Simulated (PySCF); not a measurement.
CsI, SMILES [I][Cs].

Coordinates come from a B3LYP-D3(BJ)/def2-TZVPD optimisation. The def2 effective core potentials stand for the cores of Cs, I; spin–orbit coupling is left out.

Two levels are set side by side: TDA-PBE/def2-TZVPD (PySCF) and TDA-B3LYP/def2-TZVPD (PySCF). Vertical, same geometry. The lowest singlet is HOMO→LUMO 100 % with PBE and HOMO→LUMO 99 % with the other functional; states are paired by order. Differences are taken from unrounded values.

```csv
quantity,TDA-B3LYP,TDA-PBE,TDA-PBE minus TDA-B3LYP
lowest singlet excitation (eV),2.91,2.55,-0.36
lowest triplet excitation (TDA) (eV),2.89,2.52,-0.37
first bright state (f over 0.05) (eV),3.21,2.89,-0.32
its oscillator strength,0.10,0.10,0.01
```

Functionals without exact exchange tend to place singlet excitations lower, as here. Differences between two approximate levels are no errors against the true value.

Rough cost on one machine, each run with all the roots and properties that it gave: TDA-B3LYP against TDA-PBE about 2 times.
